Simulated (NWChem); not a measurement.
C4H7F; SMILES [C@@H](F)(C=C)C

```xyz
12

C      0.0186     1.9288     0.2677
C     -0.6059     0.8810    -0.2663
C      0.0078    -0.4764    -0.4235
C     -0.7489    -1.5568     0.3239
F      1.3128    -0.4618     0.0213
H      1.0487     1.8423     0.6224
H     -0.4774     2.8977     0.3625
H     -1.6374     0.9711    -0.6277
H      0.0375    -0.7293    -1.5016
H     -0.2633    -2.5325     0.1780
H     -1.7863    -1.6266    -0.0355
H     -0.7674    -1.3271     1.3995
```
Atoms are numbered in this order, from 1.

All runs: NWChem. Medium grid unless said otherwise, to which SCAN and Minnesota functionals are sensitive. The geometry was optimised at PBE0/def2-SVP. Hybrids' shares of exact exchange are those that their runs print; pure functionals count as 0. The functionals differ in more than this share.

| row | share of exact exchange | orbital gap (eV) |
|---|---|---|
| PBE/def2-TZVP | 0.00 | 5.56 |
| B3LYP/def2-TZVP | 0.20 | 7.26 |
| PBE0/def2-TZVP | 0.25 | 7.73 |
| M06-2X/def2-TZVP | 0.54 | withheld |
| Hartree-Fock/def2-TZVP | 1.00 | 13.74 |

Question: Fit a straight line of the last column on the one before it, predict the withheld value, and compare with the run.

Answer: 
1. Means of the 4 shown rows: x = 0.362, y = 8.572. Slope Σ(x − x̄)(y − ȳ)/Σ(x − x̄)² = 4.694/0.5769 = 8.138; intercept 5.622.
2. The shown rows scatter about the line by 0.049 (root mean square); the largest residual is +0.07, at PBE0/def2-TZVP.
3. At x = 0.54 (M06-2X/def2-TZVP; inside the shown range) the line gives 10.02.
4. The run gives 9.87, -0.15 from the line, 3.0 times the scatter.
